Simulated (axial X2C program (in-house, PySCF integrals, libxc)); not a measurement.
**Low determinants of GaH at the PBE0 level, two-component**

Computed with an in-house all-electron X2C program for linear molecules (integrals from PySCF). Two-component (2c) means X2C with spin–orbit coupling and atomic mean-field two-electron Coulomb and Gaunt terms. Basis: Ga dyall-cv3z [9s9p7d4f1g], H dyall-v3z [6s2p1d] (cores contracted in-house); Gaussian nuclei, density fitting, unrestricted open shells. Masses: Ga 68.926 u, H 1.008 u.

Search at 1.676 Å (vertical energies from the lowest determinant):

| ΔE (eV) | state | electrons beyond evenly filled partner blocks | electrons in ±ω = 1/2, 3/2, 5/2, 7/2 |
| --- | --- | --- | --- |
| 0.00 | Ω = 0 | none | 22 8 2 0 |
| 2.15 | Ω = 2 | ω = 1/2, ω = 3/2 | 21 9 2 0 |
| 2.43 | Ω = 1 | 2 × ω = 1/2 | 22 8 2 0 |
| 2.50 | Ω = 1 | ω = -1/2, ω = 3/2 | 21 9 2 0 |

Lowest determinant, Ω = 0 (closed shell): Re = 1.675 Å, ωe = 1578.8 cm⁻¹.

The determinant in row 2 of the search, Ω = 2 (⟨Sz⟩ = 1.00, ⟨Lz⟩ = 1.00 at PBE0), was followed along the bond at PBE0; measured from the minimum of the lowest determinant it gives:

Te = 2.129 eV (17172 cm⁻¹), Re = 1.599 Å, ωe = 1621.7 cm⁻¹.

(1) Compare the bond of the determinant in row 2 with that of the lowest one.

The search compares states at one distance, so a state with another bond length can lie lower; it is not exhaustive and yields mostly the lowest determinant of each block pattern, so other components and higher states of one pattern are missing. These are energies of single determinants, not of spin-adapted states; PBE0 term energies can be off by some tenths of an eV, and the functional has no current term. Open-shell Ω = 0 determinants with evenly filled partner blocks cannot be reached by this program, so the Ω shown need not be the lowest component.

Results:

(1) At PBE0 its Re is 0.076 Å shorter and its force constant, which goes as ωe², is 1.06 times that of the lowest determinant. T0 ≈ Te + Δωe/2 = 17172 + (21) = 17193 cm⁻¹.
